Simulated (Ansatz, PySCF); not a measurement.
Gas-phase reaction in SMILES: I[B]I -> [B]I + I atom (the B-I bond at the site shown breaks; other sites are not compared here)
Structures are relaxed separately at B3LYP-D3(BJ)/def2-TZVP in Ansatz (a first-principles code). Frequencies are from Ansatz or PySCF. Unstable Hartree-Fock reference: [B]I.

Property: bond dissociation energy (enthalpy at 298 K, with B3LYP-D3(BJ) rigid-rotor harmonic-oscillator terms), in kcal/mol. Cores are frozen in the correlated levels unless marked. UHF or UKS for open shells. Spin-orbit coupling is left out. Frozen are the shells of the preceding noble gas and the d and f shells that filled before the atom's block. Past Kr the def2 sets carry scalar-relativistic core potentials. STO-3G rows are all-electron and non-relativistic. CBS marks a two-point X^-3 extrapolation of the correlation energy; Hartree-Fock from the larger set. The bracket is a focal-point correction in the basis named.

```tsv
level	program	bond dissociation energy (kcal/mol)
HF/def2-TZVPPD	Ansatz	44.1
SVWN5/def2-TZVPD	Ansatz	74.1
BP86-D4/def2-TZVPD	PySCF + dftd4	62.3
r2SCAN-D4/def2-TZVPD	Ansatz + dftd4	65.3
```

Problem. What does RI-MP2/CBS(def2-TZVPPD,def2-QZVPPD)+[CCSD(T)-MP2]/def2-TZVPPD (Ansatz) give?

Solution. 53.8 kcal/mol, so r2SCAN-D4/def2-TZVPD differs from it by 11.5 kcal/mol.
